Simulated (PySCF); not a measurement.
Harmonic spectrum computed at PBE in the def2-TZVP basis family (core potentials from Rb on, PySCF, no spin–orbit coupling):

```tsv
symmetry	ω (cm⁻¹)	IR (km/mol, summed over degenerate members)
a1	978	13.6
e	1096	15.2
a1	2326	28.6
e	2340	106
```

**Question.** Which molecule gave it? In each, all ligands are bound to the one heavy central atom.
A. AlH₃ (singlet)
B. AsH₃ (singlet)
C. PH₃ (singlet)
D. InH₃ (singlet)

**Answer.** C. It has C3v symmetry with P–H 1.431 Å (×3).
